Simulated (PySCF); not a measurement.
C2H2F (SMILES C=[C]F), doublet (typed; the unrestricted solution is spin-contaminated), geometry from GFN2-xTB. Base run: CCSD(T)/aug-cc-pVDZ run with PySCF.

Here is a job for PySCF.
```python
from pyscf import gto, scf, cc

mol = gto.M(
    atom='''
C     0.01269615    0.41171885   -0.01137087
C     1.19873388   -0.11100266   -0.02785296
F    -1.19104254   -0.12604551    0.03401395
H     1.37985501   -1.18518672   -0.00369633
H     2.07094770    0.51529918   -0.06708620
''',
    basis='aug-cc-pvdz',
    spin=1,
    verbose=4,
    max_memory=1800,
)

mf = scf.UHF(mol)
mf.kernel()

mycc = cc.CCSD(mf, frozen=3)
mycc.kernel()
et = mycc.ccsd_t()
print('E(CCSD(T)) = %.10f' % (mycc.e_tot + et))
```

Problem. The base was run again with changes. Order these runs by total energy, lowest first: method = ccsd | method = cisd | method = mp2.

Solution. method = ccsd (ΔE vs base (kcal/mol) 9.81), method = mp2 (ΔE vs base (kcal/mol) 29.58), method = cisd (ΔE vs base (kcal/mol) 41.40)

Open shells are given as the SCF converged; they aren't shown to be the lowest states, and a large step between rows can be another state.
